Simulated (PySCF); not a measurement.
An element was calculated at PBE (PySCF 2.14, non-relativistic, a double-zeta basis, no spin-orbit coupling), in the ground configurations that NIST lists.

- electron affinity: 1.143 eV
- first ionisation energy: 6.252 eV
- second ionisation energy: 13.039 eV
- third ionisation energy: 23.759 eV

Task: Which element is it?

Result: Zirconium (Zr, Z = 40), in dyall-av2z. NIST lists 6.634, 13.13, 23.170 eV for these ionisation energies.
